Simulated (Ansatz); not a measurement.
`[Cl][GeH2][Cl]` + H–F → `[F][GeH2][Cl]` + HCl  (ligand exchange at a Ge–Cl bond)

Gas-phase electronic energies from Ansatz, PBE0-D4/def2-TZVP geometries. CCSD(T)/CBS is the MP2 limit (def2-TZVPP, def2-QZVPP) plus CCSD(T) − MP2 in def2-TZVPP, frozen cores. This one scheme is used for every species. DFT in def2-TZVPP. For Ge outer-core shells are correlated without core-valence functions, which leaves a few kJ/mol of doubt a bond. Scalar relativity is left out up to krypton.

```json
{"level": "CAM-B3LYP-D4", "ΔE (kJ/mol)": "3.6"}
{"level": "r2SCAN", "ΔE (kJ/mol)": "7.3"}
{"level": "HF/def2-TZVPP", "ΔE (kJ/mol)": "3.8"}
{"level": "CCSD(T)/def2-TZVPP", "ΔE (kJ/mol)": "9.8"}
```

**Question.** What does CCSD(T)/CBS give? (Estimate.)

**Answer.** The calculation gave: +14.6 kJ/mol. The listed levels differ from it by -11.0, -7.3, -10.8, -4.8 kJ/mol.

Largest T1 diagnostic among the species: 0.011.

Leaving LDA and LC-ωPBE aside and taking each functional with its dispersion term where it has one, the values, not all of them listed here, spread over 13.5 kJ/mol, from CAM-B3LYP-D4 to HSE06-D4. From r2SCAN to r2SCAN0 (25 % exact exchange), in def2-TZVPP and without D4, ΔE moves by +4.6 kJ/mol. At CCSD(T), def2-SVP lies −16.7 kJ/mol from the extrapolated value and def2-TZVPP −4.8 kJ/mol.
